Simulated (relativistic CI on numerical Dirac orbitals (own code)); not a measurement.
Fe3+ in a cubic cluster: L2,3 absorption with charge transfer

Computed with a charge-transfer multiplet model of a cubic metal-ligand cluster with up to 3 ligand holes, Slater and spin-orbit integrals from Dirac-Coulomb-Breit ions, Slater integrals scaled by 0.9. The parameters are those of a tetrahedral site (10Dq negative, t2 hopping the larger). The ground state mixes d5 with configurations of k ligand holes L, whose averages lie at kΔ + k(k − 1)U_dd/2; a core hole lowers each added d electron by U_cd. 20 K, Lorentzian 0.4 eV and Gaussian 0.3 eV FWHM.

Atomic integrals in eV (Slater integrals scaled, ζ unscaled), ground: F2dd 10.785, F4dd 6.742, zeta_d 0.056; with the core hole: F2dd 11.484, F4dd 7.183, zeta_d 0.075, zeta_core 8.130, F2cd 6.732, G1cd 5.078, G3cd 2.886.

Cluster parameters (eV): U_dd = 7.3, U_cd = 8.8, 10Dq = -0.2, 10Dq(ligand) = 0, V(eg) = 0.97, V(t2g) = -1.66, final-state hopping factor = 0.8.

| Case | n_d | d5 | d6L | d7L2 | d8L3 | S |
| --- | --- | --- | --- | --- | --- | --- |
| Δ = 0.4 eV | 5.38 | 0.64 | 0.33 | 0.02 | 0.00 | 2.50 |
| Δ = 1.4 eV | 5.30 | 0.72 | 0.27 | 0.02 | 0.00 | 2.50 |
| Δ = 2.4 eV | 5.24 | 0.77 | 0.22 | 0.01 | 0.00 | 2.50 |

Weights, n_d and S are thermal averages at 20 K. Photon energies count from the first peak over 30 % of the highest in each spectrum, which can be another peak from case to case. The parameters are a model scan and need not match a compound or its usual spin state. Peaks in eV (height, largest 100):
- Δ = 0.4 eV: 0.0 (100), 0.8 (53), 2.1 (14), 4.0 (19), 12.5 (18), 14.1 (24)
- Δ = 1.4 eV: 0.0 (100), 1.0 (46), 2.6 (10), 4.2 (15), 12.4 (17), 14.2 (23)
- Δ = 2.4 eV: 0.0 (100), 1.2 (44), 3.2 (8), 4.3 (12), 12.5 (16), 14.4 (24)

Curve for Δ = 1.4 eV (points under 2 left out, the grid thinned):

(E (eV), Intensity): (-2.5, 2.0), (-2.1, 4.0), (-1.7, 5.5), (-1.4, 8.4), (-1.0, 19.0), (-0.6, 38.4), (-0.2, 90.2), (0.2, 79.1), (0.6, 37.0), (0.9, 44.3), (1.3, 32.3), (1.7, 13.1), (2.1, 8.6), (2.5, 9.9), (2.8, 9.3), (3.2, 7.4), (3.6, 9.7), (4.0, 13.9), (4.4, 13.5), (4.8, 8.0), (5.1, 5.4), (5.5, 3.8), (5.9, 3.1), (6.3, 2.8), (6.7, 3.0), (7.0, 3.2), (7.4, 2.8), (11.2, 2.2), (11.6, 5.1), (12.0, 12.4), (12.4, 17.3), (12.7, 13.3), (13.1, 7.0), (13.5, 8.9), (13.9, 17.5), (14.3, 23.2), (14.6, 13.7), (15.0, 5.1), (15.4, 3.3), (15.8, 3.4), (16.2, 3.4), (16.6, 2.4), (16.9, 2.1), (17.3, 2.5), (17.7, 2.1)

For the case Δ = 0.4 eV, Δ = 0.4 eV is smaller than U_dd = 7.3 eV, the charge-transfer side of the Zaanen-Sawatzky-Allen scheme. With the core hole the configuration with one ligand hole lies at Δ + U_dd − U_cd = -1.1, -0.1, 0.9 eV from the one without, in the order of the table; where this is negative the screened configuration lies lower, though the effective hopping of about 2.4 eV (from the holes of the mixed ground state) mixes the two strongly wherever it is as large as the gap.
